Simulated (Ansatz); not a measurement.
Species: AuCl, net charge 1, doublet state. The spin state was set by rule; other spins were not relaxed. 
Structure (B3LYP-D3(BJ)/def2-TZVP (Ansatz, a quantum-chemistry and plane-wave program) minimum search):
```
Au
Cl 1 2.2439
```
Charge +1, spin multiplicity 2.

Total electronic energies in hartree. Correlated levels leave the core frozen unless marked. UHF or UKS for open shells. No spin-orbit coupling. The frozen core is the preceding noble-gas configuration, with the filled d and f shells of earlier blocks. In def2 rows, elements after Kr have scalar-relativistic effective core potentials. CBS(X,Y): correlation extrapolated as X^-3; Hartree-Fock from the larger set.

```tsv
level	program	energy (Eh)
HF/def2-TZVPP	Ansatz	-593.99272
RI-HF/def2-QZVPPD	Ansatz	-594.00709
BHLYP/def2-TZVPD	Ansatz	(withheld)
B2PLYP/def2-TZVPD	Ansatz	(withheld)
MP2/def2-QZVPPD	Ansatz	-594.56405
RI-MP2/def2-TZVPP	Ansatz	-594.50878
CCSD/def2-TZVPP	Ansatz	-594.50510
CCSD(T)/CBS(def2-TZVPP,def2-QZVPP)	Ansatz	-594.6103
CCSD(T)/CBS(def2-TZVPPD,def2-QZVPPD)	Ansatz	-594.6084
```

**Question.** What belongs in the gaps?

**Answer.** 
- BHLYP/def2-TZVPD, energy (Eh): -595.44661
- B2PLYP/def2-TZVPD, energy (Eh): -595.21569
